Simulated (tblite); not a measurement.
Species: Ge2H11NSi2.
Bonds: Ge1–N2, N2–Si3, Si3–Si4, Si4–Ge5. Hydrogens: H6, H7, H8 on Ge1; H9 on N2; H10, H11 on Si3; H12, H13 on Si4; H14, H15, H16 on Ge5.

Computed with GFN2-xTB (tblite), gas phase: L-BFGS steps from a force-field or distance-geometry start until the largest atomic force falls under 0.01 eV/Å.

Geometry at step 2:
```
atom  x, y, z in Å
Ge1    -2.2283   -0.1849   -0.9241
N2     -0.9066   -1.3798   -0.3575
Si3    -0.3152   -0.9331    1.2066
Si4     0.9191    0.9982    1.0880
Ge5     2.4671    0.7409   -0.6042
H6     -2.8539   -0.6663   -2.2125
H7     -3.2985   -0.1329    0.1668
H8     -1.6266    1.1906   -1.1094
H9     -1.3045   -2.2969   -0.3189
H10     0.5433   -1.9899    1.7523
H11    -1.4411   -0.7184    2.1323
H12     0.0235    2.1153    0.7877
H13     1.5826    1.2166    2.3680
H14     3.3869   -0.4348   -0.3118
H15     3.2958    2.0068   -0.7357
H16     1.7491    0.4776   -1.9124
```

**Question.** Give the atomic forces at this geometry.

**Answer.** 
| atom | Fx (eV/Å) | Fy (eV/Å) | Fz (eV/Å) |
| --- | --- | --- | --- |
| Ge1 | 0.033 | -0.104 | 0.130 |
| N2 | -0.446 | 0.753 | -0.246 |
| Si3 | 0.330 | 0.298 | 0.705 |
| Si4 | -0.274 | -0.232 | -0.126 |
| Ge5 | -0.112 | 0.092 | 0.180 |
| H6 | 0.132 | -0.034 | 0.129 |
| H7 | 0.142 | 0.080 | -0.300 |
| H8 | -0.056 | -0.309 | 0.026 |
| H9 | -0.072 | -0.558 | -0.217 |
| H10 | -0.198 | -0.256 | -0.148 |
| H11 | -0.035 | -0.167 | 0.154 |
| H12 | 0.071 | 0.250 | 0.100 |
| H13 | 0.022 | 0.155 | 0.119 |
| H14 | -0.050 | 0.341 | -0.320 |
| H15 | 0.092 | -0.360 | -0.281 |
| H16 | 0.420 | 0.049 | 0.095 |

The largest, 0.91 eV/Å, acts on N2; the rms over all components is 0.262 eV/Å. The forces sum to zero within rounding, as they must for an isolated molecule in no field.

**Question.** Give the force on N2 in Eh/bohr and in nN.

**Answer.** 0.909 eV/Å ÷ 51.422 = 0.01768 Eh/bohr, and 0.909 eV/Å × 1.602 = 1.46 nN.

**Question.** How far is this geometry from the end of the optimisation?

**Answer.** 0.363 eV above it, and 0.366 Å rms away after alignment. The bonds farthest from their final lengths, with half the difference of the two atoms' forces along the bond (positive lengthens):

```csv
bond,now (Å),final (Å),force along bond (eV/Å)
Ge1–N2,1.870,1.814,-0.50
Si4–Ge5,2.308,2.343,-0.08
Ge1–H7,1.529,1.506,-0.19
Ge1–H8,1.513,1.494,-0.10
Si3–Si4,2.295,2.313,-0.36
Ge5–H14,1.521,1.503,-0.13
```

The angle farthest from its final value is Ge1–N2–Si3, 110.5° against 127.3°.

Of the 6 listed bonds off by 0.010 Å or more, this force points towards the final length in 4.

What follows is the cost of the whole relaxation. Time: 1.0 s wall. Hardware: one thread of an Arm Neoverse V1, shared host with 32 logical CPUs at a one-minute load of 28.
